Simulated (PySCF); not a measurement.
# Continuum solvent and chemical shifts

Mapped SMILES: `[SiH3:1][N:2]([SiH3:3])[c:4]1[cH:5][cH:6][n:7]([SiH3:8])[cH:9]1`. Hydrogens are named by the atom that carries them.

GIAO PBE0/pcSseg-1 in PySCF on one PBE0-D3(BJ)/def2-SVP conformer, non-relativistic, equivalent nuclei averaged. Solvents enter as an IEF-PCM continuum (benzene with ε = 2.3, methanol with ε = 32.6) around the gas-phase geometry. Shifts are referred to TMS computed in the same medium.

Gas phase, δ in ppm: Si8 -45.2, Si1/Si3 -47.4, C4 144.7, C6 129.1, C9 112.3, C5 109.6, H(C6) 6.52, H(C9) 6.44, H(C5) 6.34, H(Si8) 5.01, H(Si1)/H(Si3) 4.86. Dipole moment 1.56 D.

(1) How does each δ change in the continuum?

(2) Which of the listed nuclei move most (in ppm), and what does the model miss? (N and O are left out, as their reference compounds move with the solvent too.)

Results:

(1) 
| atoms | environment | Δδ, benzene | Δδ, methanol |
| --- | --- | --- | --- |
| Si8 | silicon bonded to N, 3 H | +0.5 | +1.1 |
| Si1/Si3 | silicon bonded to N, 3 H | +0.2 | +0.6 |
| C4 | aromatic carbon bearing nitrogen | 0.0 | 0.0 |
| C6 | aromatic CH next to a ring nitrogen | +1.1 | +2.6 |
| C9 | aromatic CH next to a ring nitrogen | +0.8 | +1.9 |
| C5 | aromatic CH | -0.3 | -0.6 |
| H(C6) | hydrogen on an aromatic CH next to a ring nitrogen | +0.14 | +0.33 |
| H(C9) | hydrogen on an aromatic CH next to a ring nitrogen | +0.11 | +0.28 |
| H(C5) | hydrogen on an aromatic CH | +0.04 | +0.10 |
| H(Si8) | hydrogen on a silicon bonded to N | +0.01 | +0.02 |
| H(Si1)/H(Si3) | hydrogen on a silicon bonded to N | -0.02 | -0.04 |

Changes are relative to the gas phase. The dipole moment becomes 1.75 D in benzene, 1.96 D in methanol.

(2) C6 (aromatic CH next to a ring nitrogen, +2.6 ppm) in methanol. A continuum only polarises the solute; specific hydrogen bonds, the anisotropy of aromatic solvents and changes of geometry or conformer are outside it.
